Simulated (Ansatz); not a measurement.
Z-matrix (Å, degrees):
```
Sn
C 1 2.129
C 1 2.136 2 114.5
C 1 2.113 2 113.6 3 128.6
O 1 1.983 2 102.2 3 -116.2
H 2 1.090 1 110.8 3 -57.7
H 2 1.090 1 109.5 3 -178.2
H 2 1.090 1 109.2 3 62.6
H 3 1.091 1 109.9 2 -177.4
H 3 1.090 1 109.6 2 -57.8
H 3 1.091 1 110.6 2 62.4
H 4 1.086 1 122.4 2 48.6
H 4 1.086 1 122.7 2 -132.3
H 5 0.959 1 113.0 2 -154.1
```

The species carries charge 0 and has multiplicity 2. Sn: def2 effective core potential.

(1) List the ωB97M-V/def2-TZVPP orbital energies in eV (Ansatz 0.2.0). (An estimate is asked.)

Answers

(1) Ansatz gave: α occupied: -525.05, -281.94, -281.19, -281.18, -142.53, -97.14, -97.09, -97.06, -31.26, -30.78, -30.74, -30.65, -30.64, -28.67, -22.26, -21.73, -21.38, -16.20, -14.47, -14.30, -13.89, -13.74, -13.61, -13.59, -11.36, -11.32, -10.70, -9.90, -8.97. α empty: 1.96, 2.20, 2.37, 2.48, 3.76, 4.10, 4.26, 4.38. β occupied: -525.04, -281.61, -281.19, -281.17, -142.52, -97.13, -97.08, -97.06, -31.24, -30.77, -30.74, -30.64, -30.63, -28.63, -22.19, -21.72, -20.45, -16.15, -14.34, -14.03, -13.88, -13.73, -13.59, -13.57, -11.24, -11.15, -10.37, -9.84. β empty: -0.53, 2.00, 2.35, 2.40, 2.63, 3.80, 4.20, 4.33. ⟨S²⟩ = 0.754.
